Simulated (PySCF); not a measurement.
Predicted microwave data (PBE0-D3(BJ)/def2-SVP geometry optimisation, gas phase (PySCF 2.14.0)) for one isomer of C5H3ClOS:

```
Rotational constants : A = 2133, B = 926.1, C = 645.9 MHz
Dipole components    : |μa| = 0.21 D, |μb| = 1.29 D, |μc| = 0.08 D
Inertial defect      : -0.14 u·Å²
κ                    : -0.62
```

Question: Which structure is it? (One computed conformer of each.)
A. `[O:1]=[C:2]([Cl:3])[c:4]1[cH:5][cH:6][s:7][cH:8]1` with O1–C2–C4–C5 0°
B. `[O:1]=[C:2]([Cl:3])[c:4]1[cH:5][cH:6][cH:7][s:8]1` with O1–C2–C4–C5 179°
C. `[CH2:1]=[CH:2][C:3](=[O:4])[C:5]([Cl:6])=[C:7]=[S:8]` with C1–C2–C3–O4 2°, C2–C3–C5–Cl6 -1°

Answer: C. It is C=CC(=O)C(Cl)=C=S, an asymmetric top. The candidates at the same level (rigid rotor, commonest isotopes):

```tsv
SMILES	A (MHz)	B (MHz)	C (MHz)	μa (D)	μb (D)	μc (D)	Δ (u·Å²)	point group	rotor
O=C(Cl)c1ccsc1	3308	917.7	718.4	3.26	0.75	0.00	0.00	Cs	asymmetric top
C=CC(=O)C(Cl)=C=S	2133	926.1	645.9	0.21	1.29	0.08	-0.14	near Cs	asymmetric top
O=C(Cl)c1cccs1	3128	1033	776.7	3.38	2.23	0.00	-0.02	Cs	asymmetric top
```

`O=C(Cl)c1cccs1` has A 47 % too high; `O=C(Cl)c1ccsc1` has A 55 % too high. No structure here is proved a minimum.
